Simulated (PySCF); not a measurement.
H2O3P, doublet, geometry from GFN2-xTB, with bond 5-3 at 1.3 times its length. Base run: CAMB3LYP/6-31G* (PySCF).

Geometry (Å):
```xyz
6

O      1.4272    -0.1279     0.4703
P      0.1993     0.0217    -0.3148
O     -0.8992    -1.1622     0.0320
O     -0.6480     1.3325     0.1015
H     -0.3716    -2.2786     0.1880
H     -1.5356     1.3567    -0.2599
```
Charge 0, spin multiplicity 2.
Orbitals are unrestricted.
All else is at PySCF's defaults.
Base energy -568.09880 Eh.

Each row names what was changed in the base input (with any setting that the change needs).

| change | ΔE vs base (mEh) | SCF cycles | <S^2> |
|---|---|---|---|
| base | 0.000 | 14 | 0.755 |
| init_guess = sap | 0.000 | 14 | 0.755 |
| level_shift = 0.3 (with mf.max_cycle = 100) | 0.000 | 19 | 0.755 |
| diis_space = 12 | 0.000 | 13 | 0.755 |
| level_shift = 0.1 (with mf.max_cycle = 100) | 0.000 | 15 | 0.755 |
| conv_tol = 1e-7 | 0.000 | 11 | 0.755 |
| conv_tol_grad = 1e-3 | 0.000 | 14 | 0.755 |
| conv_tol = 1e-11 | 0.000 | 17 | 0.755 |
| solver = newton | 0.000 | - | 0.755 |
| DIIS = ADIIS | 0.000 | 22 | 0.755 |
| level_shift = 1.0 (with mf.max_cycle = 100) | 0.000 | 34 | 0.755 |
| conv_tol = 1e-6 | 0.000 | 10 | 0.755 |
| init_guess = atom | 0.000 | 14 | 0.755 |

Open shells are given as the SCF converged; they aren't shown to be the lowest states, and a large step between rows can be another state.
